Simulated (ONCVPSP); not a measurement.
# An all-electron radial function and its pseudo partner (sulfur)

Columns: radius, all-electron u(r) and pseudo u(r) of the 3p shell (level -11.70 eV) of sulfur in the configuration [Ne] 3s2 3p3.5; PBE, scalar-relativistic, ONCV scheme, ONCVPSP 4.0.1.

```
r (bohr)  all-electron  pseudo
   0.075       -0.1148  0.0044
   0.150       -0.2606  0.0174
   0.225       -0.3357  0.0388
   0.300       -0.3360  0.0680
   0.375       -0.2805  0.1046
   0.450       -0.1902  0.1479
   0.525       -0.0817  0.1969
   0.600        0.0331  0.2505
   0.675        0.1462  0.3073
   0.750        0.2526  0.3659
   0.825        0.3494  0.4245
   0.900        0.4354  0.4816
   0.975        0.5100  0.5358
   1.050        0.5735  0.5857
   1.125        0.6263  0.6305
   1.200        0.6686  0.6691
   1.275        0.7013  0.7007
   1.350        0.7252  0.7248
   1.425        0.7412  0.7411
   1.500        0.7503  0.7503
   1.575        0.7533  0.7533
   1.650        0.7510  0.7510
   1.725        0.7442  0.7442
   1.800        0.7338  0.7337
   1.875        0.7202  0.7202
   1.950        0.7041  0.7041
```

Task: How many radial nodes do the two functions have?

Result: The all-electron 3p function has n − l − 1 = 1; the pseudo-wave has 0, since the states of the same l below it are removed with the core.

Task: At about which radius was the pseudo-wave matched?

Result: 1.50 bohr. The columns agree to 0.0005 from 1.35 bohr on; several derivatives are matched, so the curves merge somewhat inside the radius.

Task: Is the pseudo-wave norm-conserving?

Result: Yes: the ONCV scheme keeps the norm inside the radius equal to the all-electron one, which fixes the energy derivative of the logarithmic derivative at the level.
